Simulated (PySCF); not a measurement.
CH₇AlSi (SMILES [CH3][AlH][SiH3]), singlet, geometry from GFN2-xTB (such geometries of metal compounds can be far from the true shape), with bond 9-7 at 1.4 times its length.

The PySCF input:
```python
from pyscf import gto, scf, mcscf
import numpy

mol = gto.Mole()
mol.atom = '''
    Al   -0.527621    0.184558   -0.569671
    H    -1.675620   -0.510449   -1.390102
    C    -0.308164    2.096883   -1.079420
    H     0.660798    2.340354   -1.535346
    H    -0.435969    2.809170   -0.253321
    H    -1.072647    2.352367   -1.828251
    Si    0.610387   -1.227837    1.038442
    H     0.588489   -0.732962    2.435371
    H     2.628557   -1.546373    0.678825
    H     0.045650   -2.593948    1.134136
'''
mol.basis = '6-31g'
mol.charge = 0
mol.spin = 0
mol.verbose = 3
mol.build()

mf = scf.RHF(mol)
mf.kernel()
mc = mcscf.CASCI(mf, 6, 6)
mc.fix_spin_(ss=0.0)
mc.kernel()
occ = numpy.linalg.eigvalsh(mc.fcisolver.make_rdm1(mc.ci, mc.ncas, mc.nelecas))[::-1]
ss = mc.fcisolver.spin_square(mc.ci, mc.ncas, mc.nelecas)[0]
print('natural occupations', occ.round(4), ' <S^2>', round(ss, 4))
```

Problem. Estimate the SCF-reference Mulliken (on the basis functions themselves) charges in atom order that CASCI(6,6)/6-31G run with PySCF returns for this input.

Solution. Al1 0.95, H2 -0.26, C3 -0.93, H4 0.18, H5 0.18, H6 0.19, Si7 0.17, H8 -0.17, H9 -0.13, H10 -0.17

Problem. What SCF-reference HOMO-LUMO gap does CASCI(6,6)/6-31G give?

Solution. 10.55 eV

Problem. Predict the nuclear repulsion energy from CASCI(6,6)/6-31G.

Solution. 125.1955 Eh

Problem. Estimate the SCF-reference HOMO energy that CASCI(6,6)/6-31G returns for this input.

Solution. -10.01 eV

Problem. What is the computed natural occupations of the active orbitals (CASCI(6,6)/6-31G)?

Solution. 2.00, 2.00, 1.97, 0.03, 0.00, 0.00
